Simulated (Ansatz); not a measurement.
C2H5AlGaN. Charge 0, multiplicity 1. Correlated methods include outer-core shells of Ga, which these sets cover unevenly. Scalar relativity is left out up to krypton. The bonds changed during the relaxation, so this is another structure than the one it started from.

```xyz
10

C     0.8546   -0.1310   -1.8941
Al    0.2874   -0.9656   -0.2284
Ga    0.0768    0.5821    1.7539
C    -1.4240    1.3504    2.8050
N    -2.2028    1.8621    3.4874
H     1.9435   -0.1419   -1.9883
H     0.4485   -0.6854   -2.7462
H     0.5164    0.9037   -1.9805
H     0.6469   -2.3931    0.3503
H    -1.1473   -0.3813    0.4410
```

(1) Give the diagnostics of a CCSD(T)/def2-TZVPP run (frozen core, Ansatz). (An estimate is asked.)

Answers

(1) Computed: T1 = 0.0139, largest single amplitude 0.014, largest double 0.079, (T) share of the correlation energy 4.5 %, 10 CCSD cycles. The RHF solution is stable towards an unrestricted one. T1 lies under the customary mark of 0.02 for closed shells.
